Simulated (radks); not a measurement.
The numbers below are computed, except where a source is named.
Cs3+, configuration [Kr] 4d10 5s2 5p3 5d1 (not the ground configuration). Level of theory: scalar-relativistic Kohn-Sham, PBE, spin-polarised, spherical densities, finite nucleus; open shells are filled with parallel spins first (spin-orbit coupling, left out, can overturn this in heavy ions); Fermi nuclear charge, rms radius 4.8041 fm (a radial shooting solver on a logarithmic mesh with Libxc functionals).

Unscreened Slater integrals over Kohn-Sham orbitals (cm^-1). They are taken over the spin-up orbitals.

integral    value
F0(5d,5d)   78438
F2(5d,5d)   42123
F4(5d,5d)   28428
F0(5d,5p)   88087
F2(5d,5p)   44252
G1(5d,5p)   51579
G3(5d,5p)   32429
F0(5d,5s)   91264
G2(5d,5s)   33238
F0(5d,4d)  100700
F2(5d,4d)   21888
F4(5d,4d)  9555.2
G0(5d,4d)  5239.5
G2(5d,4d)  6290.6
G4(5d,4d)  5160.5
F0(5p,5p)  104330
F2(5p,5p)   57003
F0(5p,5s)  110570
G1(5p,5s)   74749
F0(5p,4d)  129150
F2(5p,4d)   37984
G1(5p,4d)   11499
G3(5p,4d)   11005
F0(5s,5s)  118550
F0(5s,4d)  144010
G2(5s,4d)   17223
F0(4d,4d)  237120
F2(4d,4d)  120520
F4(4d,4d)   80320

Derived for the open shells (J is the average intra-shell exchange parameter used in DFT+U). 5p: J = F2/5 = 11400 cm^-1. 5d: Racah B = F2/49 - 5 F4/441 = 537.3 cm^-1, C = 35 F4/441 = 2256 cm^-1, C/B = 4.20, F4/F2 = 0.675, J = (F2 + F4)/14 = 5039 cm^-1.
